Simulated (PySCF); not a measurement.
SiI⁻ at UHF-MP2

Computed with UHF-MP2; basis Si def2-TZVPPD, I def2-TZVPPD with ECP28; scalar-relativistic core potentials; PySCF 2.14.

```json
{
 "state": "³Σ⁻ (triplet), unpaired electrons π ↑↑",
 "bond length": "0.2656 nm",
 "harmonic wavenumber": "243 cm⁻¹",
 "force constant": "0.795 mdyn/Å",
 "rotational constant Be": "0.1042 cm⁻¹",
 "anharmonicity ωexe": "1.21 cm⁻¹",
 "vibration–rotation constant αe": "0.000691 cm⁻¹",
 "well depth De to Si + I⁻": "1.51 eV",
 "dissociation energy D0": "1.49 eV"
}
```

Correlated steps freeze 9 core orbitals. These are scalar-relativistic numbers at best; spin–orbit coupling would shift them, the dissociation energy most. For an ion De counts to the pair picked by the measured ionisation energies or electron affinities, which need not be the lowest pair at this level. The state was picked by a PBE0 search and need not be the measured ground state.
